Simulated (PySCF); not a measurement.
**W(2+): excitation energy**

W(2+) [Xe] 4f14 5d4 (5D) → W(2+) [Xe] 4f14 5d3 6s1 (5F), as a difference of total energies. Calculation: PySCF 2.14, in x2c-QZVPPall (16s10p9d5f2g, 144 functions); scalar relativity by spin-free X2C-1e. The calculations carry no spin-orbit coupling.

| method | excitation energy (eV) |
| --- | --- |
| UHF | 1.292 |
| M06-2X | 1.142 |
| r2SCAN0 | 1.048 |

The basis was made for the ground configuration and has no added diffuse functions, so the excitation energy can come out too high.
